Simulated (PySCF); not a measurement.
A PySCF script (with the pyscf-properties extension) for the NMR shieldings of `[SiH3]N([SiH3])[Si@H](S)C1CC1`, C₃H₁₃NSSi₃, on a GFN2-xTB geometry:

```python
import basis_set_exchange as bse
import numpy as np
from pyscf import gto, dft
from pyscf.prop import nmr

atoms = """
Si    0.537682    2.086557    0.936178
N     0.958246    0.485705    0.377485
Si    2.176422    0.363920   -0.878679
Si    0.087674   -0.898092    0.963226
S     1.329235   -2.656543    0.891682
C    -1.433547   -1.268889   -0.071336
C    -2.465698   -0.190959   -0.254705
C    -1.613033   -0.597720   -1.406209
H    -0.023794    2.844812   -0.183988
H    -0.461221    1.927843    1.989608
H     1.757495    2.718163    1.439404
H     1.980800    1.493712   -1.787093
H     2.002186   -0.899169   -1.584516
H     3.489575    0.440705   -0.230460
H    -0.220976   -0.681533    2.377109
H     2.399810   -2.086731    1.416845
H    -1.819083   -2.279143    0.000348
H    -2.276952    0.769657    0.203242
H    -3.508091   -0.474584   -0.256128
H    -2.061112   -1.167582   -2.206867
H    -0.844538    0.086817   -1.735618
"""
names = dict.fromkeys(["Si", "N", "S", "C", "H"], "pcSseg-1")
basis = {el: gto.basis.parse(bse.get_basis(n, elements=[el], fmt="nwchem")) for el, n in names.items()}
mol = gto.M(atom=atoms, basis=basis, charge=0, verbose=0)
mf = dft.RKS(mol, xc="PBE0")
mf.grids.level = 2
mf.grids.alignment = dft.numint.BLKSIZE   # the property module wants whole blocks of grid points
mf.conv_tol = 1e-9
mf.kernel()

calc = nmr.RKS(mf)   # GIAO
C = mf.mo_coeff
Co = C[:, mf.mo_occ > 0]
resp = mf.gen_response(singlet=True, hermi=2)
def vind(x):   # induced exchange potential for any number of trial vectors
    d = np.einsum("pi,xij,qj->xpq", C, 2 * x.reshape(-1, C.shape[1], Co.shape[1]), Co, optimize=True)
    return np.einsum("xpq,pi,qj->xij", resp(d - d.transpose(0, 2, 1)), C, Co, optimize=True).ravel()
mo1, _ = nmr.rhf.solve_mo1(calc, with_cphf=vind)
sigma = calc.kernel(mo1)
for i, s in enumerate(sigma):   # ppm
    w = np.linalg.eigvalsh((s + s.T) / 2)
    print("%2d %-2s iso %8.1f  s11 %8.1f  s22 %8.1f  s33 %8.1f" % (i, mol.atom_pure_symbol(i), w.mean(), *w))
```

Q: Give the expected output.

A: 
```
 0 Si iso    399.7  s11    357.3  s22    374.4  s33    467.6
 1 N  iso    266.0  s11    250.7  s22    268.1  s33    279.2
 2 Si iso    405.6  s11    367.2  s22    386.3  s33    463.3
 3 Si iso    347.0  s11    315.2  s22    345.4  s33    380.3
 4 S  iso    705.8  s11    613.4  s22    671.0  s33    833.0
 5 C  iso    187.0  s11    156.1  s22    175.5  s33    229.3
 6 C  iso    184.6  s11    159.3  s22    177.9  s33    216.7
 7 C  iso    184.2  s11    155.7  s22    180.1  s33    216.8
 8 H  iso     27.1  s11     23.2  s22     25.7  s33     32.5
 9 H  iso     27.1  s11     23.6  s22     26.2  s33     31.5
10 H  iso     27.0  s11     22.8  s22     24.6  s33     33.7
11 H  iso     27.2  s11     23.8  s22     25.2  s33     32.5
12 H  iso     26.2  s11     22.6  s22     26.5  s33     29.6
13 H  iso     27.2  s11     23.1  s22     24.6  s33     33.8
14 H  iso     26.0  s11     22.4  s22     24.6  s33     31.0
15 H  iso     31.3  s11     23.4  s22     28.4  s33     42.0
16 H  iso     31.9  s11     24.0  s22     29.0  s33     42.8
17 H  iso     31.5  s11     24.2  s22     30.4  s33     40.0
18 H  iso     31.0  s11     24.6  s22     26.1  s33     42.3
19 H  iso     31.0  s11     24.9  s22     26.0  s33     42.0
20 H  iso     31.5  s11     24.8  s22     30.0  s33     39.7
```

These numbers come from an equivalent density-fitted implementation of the same equations, which agrees with the script to about 0.01 ppm for H and up to a few tenths of a ppm for heavy atoms, so last digits may differ.

Size and cost of the density-fitted run: 229 basis functions, 2.4 min wall time on 1 thread of an Intel Xeon, shared host; peak memory 1.1 GiB.
